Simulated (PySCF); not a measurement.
## Vibration and rotation of YbP

ROHF constants of YbP, doublet, about 14.0 electrons in the 4f shell (Mulliken) (PySCF, spin-free X2C with a Gaussian nucleus, basis sets Yb x2c-TZVPall, P x2c-TZVPall; masses 173.9389 and 30.9738 u):

- ωe: 273.7 cm⁻¹
- ωexe: 1.46 cm⁻¹
- Be: 0.092192 cm⁻¹
- αe: 0.000496 cm⁻¹

(1) What force constant and bond length do these constants imply?

(2) Estimate the centrifugal constant D from the Kratzer relation and find the Dunham coefficient a1.

These are scalar-relativistic numbers at best; spin–orbit coupling would shift them, the dissociation energy most. UHF is strongly spin-contaminated for YbP, so the ROHF reference used there is far from stable. Hartree–Fock leaves out correlation, which carries a large part of most bond energies and some tenths to 1 eV of ionisation energies. The state is the lowest single determinant that the PBE0 search found; with open d or f shells the true ground state can be another one.

Results:

(1) Reduced mass μred = 26.292 u; k = 5.8918×10⁻⁷·μred·ωe² (u, cm⁻¹, mdyn/Å) = 1.16 mdyn/Å; Re = √(16.8576/(μred·Be)) (u, cm⁻¹, Å) = 2.637 Å.

(2) D = 4Be³/ωe² = 4.18e-08 cm⁻¹; a1 = −1 − αeωe/(6Be²) = -3.66.
